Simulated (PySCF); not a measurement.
CsBr, SMILES [Cs][Br].

The structure is a stationary point at B3LYP-D3(BJ)/def2-TZVPD. The def2 effective core potentials stand for the cores of Cs; spin–orbit coupling is left out.

Two levels are set side by side: TDA-PBE/def2-TZVPD (PySCF) and TDA-LC-ωPBE/def2-TZVPD (PySCF). Vertical, same geometry. The lowest singlet is HOMO−1→LUMO 100 % with PBE and HOMO−1→LUMO 63 %, HOMO−1→LUMO+3 21 % with the other functional; states are paired by order. Differences are taken from unrounded values.

```csv
quantity,TDA-LC-ωPBE,TDA-PBE,TDA-PBE minus TDA-LC-ωPBE
lowest singlet excitation (eV),5.01,2.87,-2.14
lowest triplet excitation (TDA) (eV),4.93,2.84,-2.09
first bright state (f over 0.05) (eV),5.10,3.15,-1.96
its oscillator strength,0.06,0.08,0.02
```

A lower first singlet is the usual sign of a functional without exact exchange. Differences between two approximate levels are no errors against the true value.

Rough cost on one machine, each run with all the roots and properties that it gave: TDA-LC-ωPBE against TDA-PBE about 3 times.
